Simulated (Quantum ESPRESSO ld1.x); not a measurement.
Results of a calculation; reference values are marked as such.
Task: The aim is neutral rhenium in [Xe] 4f14 5d5 6s2. What will ld1.x (Quantum ESPRESSO 7.5) do with this input?

```
 &input
    zed=75.0,
    iswitch=1,
    rel=2,
    dft='PBESOL',
    config='[Xe] 4f14 5d5 6s2',
    verbosity='high',
    cau_fact=46.36,
    prefix='ld1',
    max_out_wfc=37,
    file_charge='ld1.rho',
 /
```

Result: Crashed. The program stops in dirsol with "no classical turning point found": with c below Z the Dirac equation of a point nucleus has no 1s solution.

Output (excerpt):

```
     Program LD1 v.7.5 starts

 %%%%%%%%%%%%%%%%%%%%%%%%%%%%%%%%%%%%%%%%%%%%%%%%%%%%%%%%%%%%%%%%%%%%%%%%%%%%%%
     Error in routine dirsol (1):
     no classical turning point found
 %%%%%%%%%%%%%%%%%%%%%%%%%%%%%%%%%%%%%%%%%%%%%%%%%%%%%%%%%%%%%%%%%%%%%%%%%%%%%%

     stopping ...
```

Run on one thread of a shared host, so times are rough (Intel(R) Xeon(R) Processor @ 2.60GHz): 0.46 s of CPU time, 0.64 s wall, peak memory 29 MiB.
